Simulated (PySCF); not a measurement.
# Calculated properties of `CC(=O)C=C(C)C`

Compound: C6H10O.
SMILES with atom numbers: `[CH3:1][C:2](=[O:3])[CH:4]=[C:5]([CH3:6])[CH3:7]` (hydrogens: H8, H9, H10 on C1; H11 on C4; H12, H13, H14 on C6; H15, H16, H17 on C7)

Geometry (PBE0-D3(BJ)/def2-TZVP, Å), atoms numbered from 1 in this order:
```xyz
17
C6H10O angstrom
C      2.8373   -0.1781    0.1273
C      1.4280   -0.6837   -0.0591
O      1.2081   -1.8686   -0.2085
C      0.3915    0.3641   -0.0481
C     -0.9404    0.1941   -0.0328
C     -1.6307   -1.1275   -0.0356
C     -1.8458    1.3820   -0.0140
H      3.0988    0.5049   -0.6865
H      2.9185    0.3910    1.0578
H      3.5326   -1.0148    0.1417
H      0.7684    1.3833   -0.0297
H     -2.4873   -1.1045    0.6440
H     -2.0313   -1.3230   -1.0370
H     -0.9616   -1.9448    0.2161
H     -2.4489    1.3837    0.8999
H     -1.2981    2.3226   -0.0728
H     -2.5525    1.3336   -0.8490
```

Among its groups: ketone and C=C double bond.

From PBE0-D3(BJ)/def2-TZVP geometry optimisation, gas phase (PySCF):

```yaml
Point_group: C1
Rotational_constants_A_B_C: 5.054, 1.651, 1.277 GHz
```

**B97-2/pcSseg-2 ground state and GIAO shieldings, non-relativistic (PySCF)**

```yaml
Dipole_moment: 3.00 D
HOMO_energy: -6.67 eV
LUMO_energy: -1.36 eV
HOMO–LUMO_gap: 5.31 eV
13C_chemical_shifts_computed_TMS_as_zero_by_class: 203.9 (C2), 169.6 (C5), 128.3 (C4), 34.5 (C1), 31.1 (C7), 22.1 (C6) ppm
1H_chemical_shifts_computed_TMS_as_zero_by_class: 6.35 (H11), 2.46 (H12/H13/H14), 2.13 (H8/H9/H10), 1.93 (H15/H16/H17) ppm
Isotropic_shieldings_of_nuclei_other_than_C_and_H_by_class: -285 (O3) ppm
```

Monoisotopic mass from the formula: 98.0732 u.

With B = h/(8π²I), that is 505.379 GHz u Å² over I, the principal moments of inertia are 100.0, 306.2 and 395.9 u Å² (most abundant isotopes). A dipole of 3.00 D is allowed in C1, and pure rotational transitions are dipole-allowed. The dipole equals about 10.0 × 10⁻³⁰ C·m (1 D = 3.33564 × 10⁻³⁰ C·m). The rotational constants make it an asymmetric top with κ = (2B − A − C)/(A − C) = -0.80, nearer the prolate limit (−1).

The structure is a single PBE0-D3(BJ)/def2-TZVP conformer in the gas phase; no vibrational or solvent corrections. NMR classes are plain means over equivalent atoms (diastereotopic ones count apart unless rotation or inversion swaps them), as if these changed places fast; in this geometry the members of some classes differ.
